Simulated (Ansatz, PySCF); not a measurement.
Reaction 2 R1 → P1 + P2, each structure at its B3LYP-D3(BJ)/def2-TZVP stationary point, reached from a drawn start (curvature not checked).
P1: BI3 (SMILES IB(I)I), charge 0, multiplicity 1.
R1: BI2 (SMILES I[B]I), charge 0, multiplicity 2.
P2: BI (SMILES [B]I), charge 0, multiplicity 1.

P less R. No zero-point or thermal terms; singlets are restricted closed shells; open shells are unrestricted; no spin–orbit coupling.

Frozen-core correlation throughout. In cc and def2 sets filled d and f shells under p-block atoms count as core. CBS(a, b) extrapolates the correlation energy as X⁻³ and adds the Hartree–Fock energy of set b.

Codes used: Ansatz (a first-principles code) with Gaussian orbitals; PySCF for the D3/D4 terms. Each number belongs to the level named beside it. Elements past Kr take the def2 small-core potentials, without spin–orbit coupling.

PBE/def2-TZVPP gives -0.872 eV for the reaction energy.

Question: Predict the shift from PBE, with its sign, for: PBE-D3(BJ)/def2-TZVPP, r2SCAN/def2-TZVPP, B3LYP/def2-TZVPP, wB97M-V/def2-TZVPP, B2PLYP/def2-TZVPP, MP2/CBS(def2-TZVPP, def2-QZVPP), CCSD(T)/CBS(def2-TZVPP, def2-QZVPP).

Answer: PBE-D3(BJ)/def2-TZVPP -0.029; r2SCAN/def2-TZVPP 0.222; B3LYP/def2-TZVPP -0.056; wB97M-V/def2-TZVPP -0.483; B2PLYP/def2-TZVPP -0.157; MP2/CBS(def2-TZVPP, def2-QZVPP) -0.363; CCSD(T)/CBS(def2-TZVPP, def2-QZVPP) -0.416 eV. 1 of 7 lie above PBE; the widest gap is to wB97M-V/def2-TZVPP.
